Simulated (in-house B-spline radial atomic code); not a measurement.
Checks on a self-consistent run for neutral ruthenium, [Kr] (4d3/2)3 (4d5/2)4 (9p1/2)1. Method: Dirac-Hartree-Fock, average of the jj configuration, Fermi nucleus of rms radius 4.4809 fm. Calculated with a radial B-spline atomic code at the basis-set limit.

```csv
orbital,q,ε (Eh),<1/r>,<r²>,small-component weight
1s1/2,2,-817.94531,45.8782,0.00150892,0.025849
2s1/2,2,-120.71939,10.5197,0.0248655,0.0053715
2p1/2,2,-111.18957,10.4612,0.0187938,0.0053464
2p3/2,4,-106.34841,9.91596,0.0201294,0.0051581
3s1/2,2,-22.72176,3.64449,0.183189,0.001474
3p1/2,2,-18.97366,3.538,0.180473,0.001413
3p3/2,4,-18.12278,3.4095,0.189697,0.0013649
3d3/2,4,-11.53947,3.21758,0.173584,0.0012388
3d5/2,6,-11.37232,3.18339,0.176575,0.0012238
4s1/2,2,-3.69477,1.32112,1.19882,0.00032553
4p1/2,2,-2.49924,1.20114,1.43324,0.00027789
4p3/2,4,-2.35375,1.16522,1.50611,0.00026664
4d3/2,3,-0.63763,0.833947,3.12726,0.00014711
4d5/2,4,-0.62177,0.821448,3.22344,0.00014319
9p1/2,1,-0.01343,0.0259335,3380.12,5.2921e-07
```

Electron-electron repulsion V_ee = 1707.4717 hartree.

(1) What total energy follows from the eigenvalues?

(2) Does the Dirac virial theorem hold?

(3) What diamagnetic shielding (Lamb formula) and susceptibility (Langevin formula) do the radii give?

Results:

(1) The eigenvalues count the repulsion twice, so E = Σqε - V_ee = -2821.592 - 1707.472 = -4529.064 hartree; the run printed -4529.064.

(2) For a point nucleus E = -2c²Σq·w, with w the small-component weight. Here Σq·w = 0.12059 and c = 137.0360, so the ratio E/(-2c²Σq·w) is 1.000031; the finite nucleus accounts for the departure from 1.

(3) σ = (α²/3)Σq<1/r> = 248.875/(3·137.036²) = 4417.6 ppm, and χ = -0.79199×10⁻⁶·Σq<r²> = -2706×10⁻⁶ cm³/mol with Σq<r²> = 3417.1 bohr². Both are non-relativistic formulas without the paramagnetism of open shells.
